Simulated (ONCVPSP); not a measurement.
## hafnium, ONCV: configuration errors across variants

ONCVPSP 4.0.1 input, shortened (lines: element, Z, core and valence counts, functional; n l f; lmax; l rc ep ncon nbas qcut; lloc lpopt rc5 dvloc0; l nproj debl; icmod fcfact rcfact), PBE, scalar-relativistic:

```
  Hf 72.00   10    4        4      upf
    1    0    2.00
    2    0    2.00
    2    1    6.00
    3    0    2.00
    3    1    6.00
    3    2   10.00
    4    0    2.00
    4    1    6.00
    4    2   10.00
    4    3   14.00
    5    0    2.00
    5    1    6.00
    5    2    2.00
    6    0    2.00
    3
    0    1.55    0.00    4    8    6.40
    1    2.05    0.00    4    9    6.60
    2    3.15    0.00    3    8    5.10
    3    3.35    0.08    4    8    3.30
    4    5    1.15   -1.00
    0    2    3.50
    1    2    2.40
    2    1    2.20
    3    2    1.90
    1    0.45    0.00
```

All-electron excitation energies from the reference (eV): (1) 5s2 5p6 5d2 6s1 7.977; (2) 5s2 5p6 5d2 6s0 22.157; (3) 5s2 5p6 5d2 6s1 6p1 3.826.

5 further variants failed, have other tests or too few solved ones, and are left out.

A true bound ghost makes a file unfit for plane-wave use even where its test errors are small: the radial tests pick states by their node count and pass the ghost by.

Errors AE − PS in meV (a dash: test not solved or not reliable):

| change | (1) | (2) | (3) | bound ghosts | GHOST(+) flags above zero |
| --- | --- | --- | --- | --- | --- |
| base | -4.2 | -26 | -1.7 | f | s, d |
| d: nproj 3 | -3.5 | -21 | -1.4 | f | s |
| d: qcut 7 | -3.8 | -18 | -1.3 | f | s |
| s: ncon 5, nbas 9 | -4.0 | -25 | -1.6 | f | s, d |
| f: nbas 7 | -4.2 | -26 | -1.7 | none | s, d, f |

(1) Give the same row for: local potential polynomial inside 1.15 bohr (lpopt 5, dvloc0 4.5 Ha).

## Answers

(1) -4.2, -26, -1.8; bound ghosts: f; GHOST(+) flags above zero: s.
